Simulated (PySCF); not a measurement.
C$_{3}$H$_{8}$N (SMILES [CH2]N(C)C), doublet, at a GFN2-xTB geometry; PySCF with B3LYP-D4/6-31G.

PySCF was given this input:
```python
from pyscf import gto, scf, dft

mol = gto.Mole()
mol.atom = '''
    C    -0.16231362    1.22625840    0.72673527
    N     0.03610006    0.16948717   -0.15000072
    C     1.23425230   -0.61154866    0.01362483
    C    -1.11947913   -0.59707866   -0.53648831
    H    -1.07478574    1.77860722    0.60083658
    H     0.71781171    1.76758689    1.01980173
    H     1.14809584   -1.34547752    0.82761798
    H     2.07058756    0.04919283    0.23202085
    H     1.44166318   -1.15036376   -0.91287532
    H    -1.95821345    0.07396065   -0.70958888
    H    -0.90103554   -1.13596157   -1.46040991
    H    -1.41158135   -1.32974142    0.22937127
'''
mol.basis = '6-31g'
mol.spin = 1
mol.verbose = 4
mol.build()

mf = dft.UKS(mol)
mf.xc = 'b3lyp'
mf.disp = 'd4'
mf.kernel()
mf.analyze()
```

It wrote (shortened):

```
PySCF version 2.14.0

[INPUT] verbose = 4
[INPUT] num. atoms = 12
[INPUT] num. electrons = 33
[INPUT] charge = 0
[INPUT] spin (= nelec alpha-beta = 2S) = 1
[INPUT] symmetry False subgroup None
[INPUT] Mole.unit = angstrom
[INPUT] Symbol           X                Y                Z      unit          X                Y                Z       unit  Magmom
[...]
nuclear repulsion = 131.016795995675
number of shells = 36
number of NR pGTOs = 120
number of NR cGTOs = 52
basis = 6-31g
ecp = {}

******** <class 'pyscf.dft.uks.UKS'> ********
method = UKS
initial guess = minao
damping factor = 0
level_shift factor = 0
DIIS = <class 'pyscf.scf.diis.CDIIS'>
diis_start_cycle = 1
diis_space = 8
diis_damp = 0
SCF conv_tol = 1e-09
SCF conv_tol_grad = None
SCF max_cycles = 50
direct_scf = True
direct_scf_tol = 1e-13
number electrons alpha = 17  beta = 16
XC library pyscf.dft.libxc version 7.1.2
    S. Lehtola, C. Steigemann, M. J. T. Oliveira, and M. A. L. Marques,  SoftwareX 7, 1–5 (2018)
XC functionals = b3lyp
    P. J. Stephens, F. J. Devlin, C. F. Chabalowski, and M. J. Frisch,  J. Phys. Chem. 98, 11623 (1994)
radial grids:
    Treutler-Ahlrichs [JCP 102, 346 (1995); DOI:10.1063/1.469408] (M4) radial grids

becke partition: Becke, JCP 88, 2547 (1988); DOI:10.1063/1.454033
pruning grids: <function nwchem_prune>
grids dens level: 3
symmetrized grids: False
atomic radii adjust function: <function treutler_atomic_radii_adjust>
small_rho_cutoff = 0
Set gradient conv threshold to 3.16228e-05
tot grids = 134720
Calc dispersion correction with DFTD4.
Parameters: xc=b3lyp, atm=True
init E= -174.059403571082

cycle= 1 E= -173.747990684058  delta_E= 0.311  |g|= 0.214  |ddm|= 2.14
cycle= 2 E= -173.74704052647  delta_E= 0.00095  |g|= 0.234  |ddm|= 0.54
cycle= 3 E= -173.777729553751  delta_E= -0.0307  |g|= 0.0195  |ddm|= 0.27
cycle= 4 E= -173.777810581281  delta_E= -8.1e-05  |g|= 0.0207  |ddm|= 0.04
cycle= 5 E= -173.77800760949  delta_E= -0.000197  |g|= 0.00198  |ddm|= 0.0224
cycle= 6 E= -173.778013860858  delta_E= -6.25e-06  |g|= 0.00081  |ddm|= 0.00729
cycle= 7 E= -173.778014322738  delta_E= -4.62e-07  |g|= 0.000461  |ddm|= 0.00156
cycle= 8 E= -173.778014452391  delta_E= -1.3e-07  |g|= 7.87e-05  |ddm|= 0.000685
cycle= 9 E= -173.778014457895  delta_E= -5.5e-09  |g|= 1.78e-05  |ddm|= 0.000194
cycle= 10 E= -173.778014458237  delta_E= -3.42e-10  |g|= 3.52e-06  |ddm|= 5.5e-05
Extra cycle  E= -173.778014458245  delta_E= -7.9e-12  |g|= 3.46e-06  |ddm|= 9.06e-06
[...]
converged SCF energy = -173.778014458245  <S^2> = 0.75266723  2S+1 = 2.0026655
Total Energy =                        -173.778014458244598
[...]
spin_pop of  2 C 2pz      -0.00256
spin_pop of  2 C 3px       0.00005
spin_pop of  2 C 3py       0.00078
spin_pop of  2 C 3pz      -0.00013
spin_pop of  3 C 1s        0.00000
spin_pop of  3 C 2s       -0.00089
spin_pop of  3 C 3s        0.00004
spin_pop of  3 C 2px      -0.00309
spin_pop of  3 C 2py      -0.00379
spin_pop of  3 C 2pz      -0.00242
spin_pop of  3 C 3px      -0.00001
spin_pop of  3 C 3py       0.00077
spin_pop of  3 C 3pz      -0.00007
spin_pop of  4 H 1s       -0.01735
spin_pop of  4 H 2s        0.00029
spin_pop of  5 H 1s       -0.01735
spin_pop of  5 H 2s        0.00029
spin_pop of  6 H 1s        0.02155
spin_pop of  6 H 2s        0.00141
spin_pop of  7 H 1s        0.00265
spin_pop of  7 H 2s        0.00002
spin_pop of  8 H 1s       -0.00003
spin_pop of  8 H 2s        0.00002
spin_pop of  9 H 1s        0.00265
spin_pop of  9 H 2s        0.00002
spin_pop of  10 H 1s       -0.00003
spin_pop of  10 H 2s        0.00002
spin_pop of  11 H 1s        0.02155
spin_pop of  11 H 2s        0.00141
 ** Mulliken Spin Density (per atom)  **
spin density of  0 C =      0.77015
spin density of  1 N =      0.23166
spin density of  2 C =     -0.00945
spin density of  3 C =     -0.00945
spin density of  4 H =     -0.01706
spin density of  5 H =     -0.01706
spin density of  6 H =      0.02295
spin density of  7 H =      0.00267
spin density of  8 H =     -0.00001
spin density of  9 H =      0.00267
spin density of  10 H =     -0.00001
spin density of  11 H =      0.02295
 ** Mulliken pop alpha/beta on meta-lowdin orthogonal AOs **
 ** Mulliken pop       alpha | beta **
In total            17.00000 | 16.00000
 ** Mulliken atomic charges   ( Nelec_alpha | Nelec_beta ) **
charge of  0C =     -0.31160  (     3.54088      2.77073 )
charge of  1N =     -0.07453  (     3.65310      3.42143 )
charge of  2C =     -0.22793  (     3.10924      3.11869 )
charge of  3C =     -0.22793  (     3.10924      3.11869 )
charge of  4H =      0.10345  (     0.43974      0.45681 )
charge of  5H =      0.10345  (     0.43975      0.45681 )
charge of  6H =      0.09081  (     0.46607      0.44312 )
charge of  7H =      0.11757  (     0.44255      0.43988 )
charge of  8H =      0.10916  (     0.44541      0.44543 )
charge of  9H =      0.11757  (     0.44255      0.43988 )
charge of  10H =      0.10916  (     0.44541      0.44543 )
charge of  11H =      0.09082  (     0.46607      0.44312 )
Dipole moment(X, Y, Z, Debye):  0.12840, -0.96844, -0.57459
```
